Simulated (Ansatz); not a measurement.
Basis sets compared for SnH2MeBr (CH5BrSn). Total charge 0; singlet. Geometry PBE-D4/def2-SVP. Ansatz on 4 threads of Arm Neoverse V1 on a shared host; times are rough, and most runs start from earlier orbitals.

Cartesian coordinates in Å:
```
Sn 0.917 0.001 -0.309
H 2.137 -0.027 0.916
H 1.302 1.125 -1.565
C -1.075 0.266 0.485
H -1.137 1.235 1.017
H -1.297 -0.559 1.188
H -1.804 0.249 -0.347
Br 0.956 -2.290 -1.385
```

In the def2 sets Sn takes a core potential; there is no spin–orbit coupling.

Binding counts from free atoms (Sn triplet, H doublet, C triplet, Br doublet) in the same basis, without a counterpoise term.

```json
{"level": "PBE-D4/def2-SVP", "functions": "97", "energy (Eh)": "-2828.7985", "HOMO (eV)": "-6.47", "LUMO (eV)": "-1.57", "binding per atom (eV)": "3.07", "wall time": "1.7 s"}
{"level": "PBE0-D4/def2-SVP", "functions": "97", "energy (Eh)": "-2828.9122", "HOMO (eV)": "-7.76", "LUMO (eV)": "-0.73", "binding per atom (eV)": "3.05", "wall time": "1.8 s"}
```

Task: Estimate the rows for PBE-D4/def2-TZVP, PBE0-D4/def2-TZVP.

Result: 
```
            level  functions  energy (Eh)  HOMO (eV)  LUMO (eV)  binding per atom (eV)  wall time
 PBE-D4/def2-TZVP        159   -2829.1692      -6.67      -1.79                   3.08      1.9 s
PBE0-D4/def2-TZVP        159   -2829.2795      -7.91      -0.93                   3.06      3.1 s
```
